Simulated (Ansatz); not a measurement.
Computed with Ansatz on PBE0-D4/def2-TZVP structures; ΔE is electronic, products minus reactants. CCSD(T)/CBS adds triple-zeta CCSD(T) − MP2 to the extrapolated MP2 energy (def2 sets, frozen cores). This one scheme is used for every species. Functionals use def2-TZVPP. Each species was taken in one conformer, which may not be the lowest.

Reaction (hydrogenolysis of the Si–F bond): `O[SiH2][SiH](F)Cl` + H₂ → `O[SiH2][SiH2]Cl` + H–F

`O[SiH2][SiH](F)Cl`:

```xyz
9

O    -0.149   -1.946    0.560
Si   -0.734   -0.737   -0.395
Si    0.322    1.272    0.217
F     0.214    2.366   -0.942
Cl    2.312    0.790    0.455
H     0.805   -2.019    0.636
H    -0.464   -0.965   -1.842
H    -2.197   -0.689   -0.164
H    -0.110    1.927    1.474
```

H₂:

```xyz
2

H     0.353    0.034   -0.115
H    -0.353   -0.034    0.115
```

`O[SiH2][SiH2]Cl`:

Z-matrix (Å, degrees):
```
Si
Si 1 2.349
O 1 1.649 2 108.5
H 1 1.490 2 108.1 3 121.9
H 1 1.483 2 112.3 3 -117.8
Cl 2 2.078 1 104.0 3 -42.4
H 2 1.485 1 114.2 3 73.8
H 2 1.485 1 114.4 3 -159.7
H 3 0.960 1 116.5 2 44.0
```

H–F:

Cartesian coordinates in Å:
```
F -0.057 0.334 -0.311
H 0.057 -0.334 0.311
```

CCSD(T)/CBS gives +112.3 kJ/mol.

Task: Another level gave +112.7 kJ/mol. Which?
A. PBE/def2-TZVPP
B. ωB97M-V/def2-TZVPP
C. r2SCAN-D4/def2-TZVPP
D. HF/def2-TZVPP

Result: D. HF/def2-TZVPP 112.7, r2SCAN-D4 121.3, PBE 108.2, ωB97M-V 116.9 kJ/mol.

Largest T1 diagnostic among the species: 0.012.
